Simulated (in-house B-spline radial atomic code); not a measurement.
As²⁶⁺. Computed with a B-spline radial atomic code. Model: all-electron spherical atom, spin shells full or empty, radial basis limit, no spin-orbit coupling: exact exchange with a local potential (Slater, KLI or optimised effective potential, whose far tail is KLI's), no correlation.

Exchange potential has not reached -1/r at the last radius.

The run also made RPA and GW results, which its time includes.

The Slater potential averages the orbital exchange potentials with the orbital densities as weights, KLI adds orbital constants, and the optimised effective potential minimises the exact-exchange energy among local potentials. So their energies lie above Hartree-Fock in the order OEP, KLI, Slater. All fall off as −1/r, unlike LDA and GGA exchange.

Command:
```bash
python run_gw.py task.json out
```
Settings (lengths in bohr, energies in hartree):
```
Z                      33
electrons              7
configuration          [He] 2s2 2p3
hamiltonian            nr
method                 oep
lmax                   9
spin_polarised         True
box_radius             3.38
intervals              63
```

Run time, properties included: 2.3 s on 1 thread of Arm Neoverse N1, on a shared host.

Given: hamiltonian non-relativistic; mean-field start exchange-only OEP.

Computed: energy above Hartree-Fock 1.4115 millihartree; virial ratio -E/T less 1 0.

```json
{"radius (bohr)": "0.00152", "r times exchange potential up (hartree bohr)": "-0.043835", "r times exchange potential down (hartree bohr)": "-0.043759"}
{"radius (bohr)": "0.00179", "r times exchange potential up (hartree bohr)": "-0.051587", "r times exchange potential down (hartree bohr)": "-0.05149"}
{"radius (bohr)": "0.0021", "r times exchange potential up (hartree bohr)": "-0.060473", "r times exchange potential down (hartree bohr)": "-0.060353"}
{"radius (bohr)": "0.00248", "r times exchange potential up (hartree bohr)": "-0.071327", "r times exchange potential down (hartree bohr)": "-0.071174"}
{"radius (bohr)": "0.00292", "r times exchange potential up (hartree bohr)": "-0.083841", "r times exchange potential down (hartree bohr)": "-0.083642"}
{"radius (bohr)": "0.00344", "r times exchange potential up (hartree bohr)": "-0.098545", "r times exchange potential down (hartree bohr)": "-0.098293"}
{"radius (bohr)": "0.00406", "r times exchange potential up (hartree bohr)": "-0.11594", "r times exchange potential down (hartree bohr)": "-0.1156"}
{"radius (bohr)": "0.00478", "r times exchange potential up (hartree bohr)": "-0.13592", "r times exchange potential down (hartree bohr)": "-0.13549"}
{"radius (bohr)": "0.00563", "r times exchange potential up (hartree bohr)": "-0.15918", "r times exchange potential down (hartree bohr)": "-0.15859"}
{"radius (bohr)": "0.00664", "r times exchange potential up (hartree bohr)": "-0.18627", "r times exchange potential down (hartree bohr)": "-0.1855"}
{"radius (bohr)": "0.00782", "r times exchange potential up (hartree bohr)": "?", "r times exchange potential down (hartree bohr)": "?"}
{"radius (bohr)": "0.00922", "r times exchange potential up (hartree bohr)": "-0.2525", "r times exchange potential down (hartree bohr)": "-0.25109"}
{"radius (bohr)": "0.0109", "r times exchange potential up (hartree bohr)": "-0.29304", "r times exchange potential down (hartree bohr)": "-0.2911"}
{"radius (bohr)": "0.0128", "r times exchange potential up (hartree bohr)": "-0.33624", "r times exchange potential down (hartree bohr)": "-0.33365"}
{"radius (bohr)": "0.0151", "r times exchange potential up (hartree bohr)": "-0.38465", "r times exchange potential down (hartree bohr)": "-0.38117"}
{"radius (bohr)": "0.0178", "r times exchange potential up (hartree bohr)": "-0.43592", "r times exchange potential down (hartree bohr)": "-0.4313"}
{"radius (bohr)": "0.0209", "r times exchange potential up (hartree bohr)": "-0.48741", "r times exchange potential down (hartree bohr)": "-0.48165"}
{"radius (bohr)": "0.0247", "r times exchange potential up (hartree bohr)": "-0.54007", "r times exchange potential down (hartree bohr)": "-0.53318"}
{"radius (bohr)": "0.0291", "r times exchange potential up (hartree bohr)": "-0.58728", "r times exchange potential down (hartree bohr)": "-0.58046"}
{"radius (bohr)": "0.0343", "r times exchange potential up (hartree bohr)": "-0.62534", "r times exchange potential down (hartree bohr)": "-0.62094"}
{"radius (bohr)": "0.0404", "r times exchange potential up (hartree bohr)": "-0.64796", "r times exchange potential down (hartree bohr)": "-0.65115"}
{"radius (bohr)": "0.0476", "r times exchange potential up (hartree bohr)": "-0.65061", "r times exchange potential down (hartree bohr)": "-0.66609"}
{"radius (bohr)": "0.0561", "r times exchange potential up (hartree bohr)": "-0.63867", "r times exchange potential down (hartree bohr)": "-0.65778"}
{"radius (bohr)": "0.0661", "r times exchange potential up (hartree bohr)": "-0.64416", "r times exchange potential down (hartree bohr)": "-0.6087"}
{"radius (bohr)": "0.0779", "r times exchange potential up (hartree bohr)": "-0.71404", "r times exchange potential down (hartree bohr)": "-0.49931"}
{"radius (bohr)": "0.0918", "r times exchange potential up (hartree bohr)": "-0.85027", "r times exchange potential down (hartree bohr)": "-0.41704"}
{"radius (bohr)": "0.108", "r times exchange potential up (hartree bohr)": "-1.0039", "r times exchange potential down (hartree bohr)": "-0.5243"}
{"radius (bohr)": "0.127", "r times exchange potential up (hartree bohr)": "-1.1424", "r times exchange potential down (hartree bohr)": "-0.69069"}
{"radius (bohr)": "0.15", "r times exchange potential up (hartree bohr)": "-1.2584", "r times exchange potential down (hartree bohr)": "-0.79764"}
{"radius (bohr)": "0.177", "r times exchange potential up (hartree bohr)": "-1.3395", "r times exchange potential down (hartree bohr)": "-0.86801"}
{"radius (bohr)": "0.209", "r times exchange potential up (hartree bohr)": "?", "r times exchange potential down (hartree bohr)": "?"}
{"radius (bohr)": "0.246", "r times exchange potential up (hartree bohr)": "-1.375", "r times exchange potential down (hartree bohr)": "-0.95972"}
{"radius (bohr)": "0.29", "r times exchange potential up (hartree bohr)": "-1.3373", "r times exchange potential down (hartree bohr)": "-0.98299"}
{"radius (bohr)": "0.341", "r times exchange potential up (hartree bohr)": "-1.281", "r times exchange potential down (hartree bohr)": "-0.99404"}
{"radius (bohr)": "0.402", "r times exchange potential up (hartree bohr)": "-1.2184", "r times exchange potential down (hartree bohr)": "-0.99846"}
{"radius (bohr)": "0.474", "r times exchange potential up (hartree bohr)": "-1.1594", "r times exchange potential down (hartree bohr)": "-0.99973"}
{"radius (bohr)": "0.558", "r times exchange potential up (hartree bohr)": "-1.1051", "r times exchange potential down (hartree bohr)": "-0.99985"}
```

What belongs in the row 0.00782?

r times exchange potential up (hartree bohr): -0.21712; r times exchange potential down (hartree bohr): -0.21607.

What belongs in the row 0.209?

r times exchange potential up (hartree bohr): -1.3788; r times exchange potential down (hartree bohr): -0.92216.

```csv
occupied,level (hartree),Hartree-Fock level (hartree)
1s up,-485.19,-491.18
1s down,?,?
2s up,-106,-106.47
2s down,-103.68,-103.68
2p up,-102.08,-102.08
```

What belongs in the row 1s down?

level (hartree): -484.56; Hartree-Fock level (hartree): -489.8.

```json
{"empty": "2p down", "level (hartree)": "-99.442"}
{"empty": "3s up", "level (hartree)": "?"}
{"empty": "3s down", "level (hartree)": "-43.847"}
{"empty": "3p up", "level (hartree)": "-43.267"}
{"empty": "3p down", "level (hartree)": "-42.539"}
{"empty": "3d up", "level (hartree)": "-41.95"}
{"empty": "3d down", "level (hartree)": "-40.967"}
{"empty": "4s up", "level (hartree)": "-24.323"}
{"empty": "4s down", "level (hartree)": "-24.149"}
{"empty": "4p up", "level (hartree)": "-23.801"}
{"empty": "4p down", "level (hartree)": "-23.606"}
{"empty": "4d up", "level (hartree)": "?"}
{"empty": "4d down", "level (hartree)": "-23.004"}
{"empty": "4f up", "level (hartree)": "-22.994"}
```

What belongs in the row 3s up?

level (hartree): -44.51.

What belongs in the row 4d up?

level (hartree): -23.279.

The highest level, 2p up, differs from Hartree-Fock by -0.018 eV and the deepest, 1s up, by +163 eV: a local potential can match the highest level but can't give each shell its own exchange.
